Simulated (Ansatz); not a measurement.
The cluster NbS₃⁻, 4 atoms. Hardware: 4 threads of Arm Neoverse V2 on a shared host.

In the def2 sets Nb takes a core potential; there is no spin–orbit coupling. Correlated methods freeze 15 core orbitals; core or outer-core shells of Nb are correlated, in sets that lack core-valence functions.

Q: How many basis functions does each of these Ansatz runs have, and roughly what does it cost? PBE-D4/def2-SVPD, charge -1 singlet, relaxation, 4 steps; PBE0-D4/def2-SVP, charge 0 doublet at the geometry of the charge -1 singlet, energy with a search over starts; PBE0-D4/def2-SVP, charge -1 quintet, energy with a search over starts; r2SCANh-D4/def2-TZVPD, charge -1 quintet, energy, from earlier orbitals; MP2/def2-TZVPD, charge -1 triplet, energy, from earlier orbitals; PBE with 5 % exact exchange/def2-TZVPD, charge -1 quintet, energy, from earlier orbitals; PBE with 15 % exact exchange/def2-TZVPD, charge -1 singlet, energy, from earlier orbitals; PBE with 5 % exact exchange/def2-TZVPD, charge -1 triplet, energy, from earlier orbitals; PBE with 35 % exact exchange/def2-TZVPD, charge -1 quintet, energy, from earlier orbitals; PBE-D4/def2-TZVPD, charge 0 doublet at the geometry of the charge -1 singlet, energy, from earlier orbitals; PBE-D4/def2-TZVPD, charge -1 unrestricted singlet, energy, from earlier orbitals; PBE0-D4/def2-TZVPD, charge -1 quintet, energy, from earlier orbitals.

A: Other jobs shared the machine, so times can vary by a factor of up to 3. A dash marks memory too small to be measured apart from the calling script's.

| run | functions | fitting or Cholesky vectors | wall time | peak host memory (GiB) |
| --- | --- | --- | --- | --- |
| PBE with 15 % exact exchange/def2-TZVPD, charge -1 singlet, energy, from earlier orbitals | 178 | 1230 | 2.2 s | – |
| PBE0-D4/def2-SVP, charge 0 doublet at the geometry of the charge -1 singlet, energy with a search over starts | 85 | 801 | 2.5 s | – |
| PBE-D4/def2-TZVPD, charge -1 unrestricted singlet, energy, from earlier orbitals | 178 | 1197 | 3.2 s | – |
| PBE-D4/def2-SVPD, charge -1 singlet, relaxation, 4 steps | 115 | 1087 | 3.4 s | – |
| PBE-D4/def2-TZVPD, charge 0 doublet at the geometry of the charge -1 singlet, energy, from earlier orbitals | 178 | 1197 | 3.4 s | – |
| PBE with 5 % exact exchange/def2-TZVPD, charge -1 triplet, energy, from earlier orbitals | 178 | 1197 | 4.5 s | 0.66 |
| MP2/def2-TZVPD, charge -1 triplet, energy, from earlier orbitals | 178 | 1185 | 4.8 s | – |
| PBE0-D4/def2-SVP, charge -1 quintet, energy with a search over starts | 85 | 804 | 5 s | – |
| PBE with 5 % exact exchange/def2-TZVPD, charge -1 quintet, energy, from earlier orbitals | 178 | 1197 | 6 s | 0.7 |
| PBE0-D4/def2-TZVPD, charge -1 quintet, energy, from earlier orbitals | 178 | 1316 | 12 s | 0.97 |
| PBE with 35 % exact exchange/def2-TZVPD, charge -1 quintet, energy, from earlier orbitals | 178 | 1416 | 14 s | 1 |
| r2SCANh-D4/def2-TZVPD, charge -1 quintet, energy, from earlier orbitals | 178 | 1197 | 27 s | 1 |
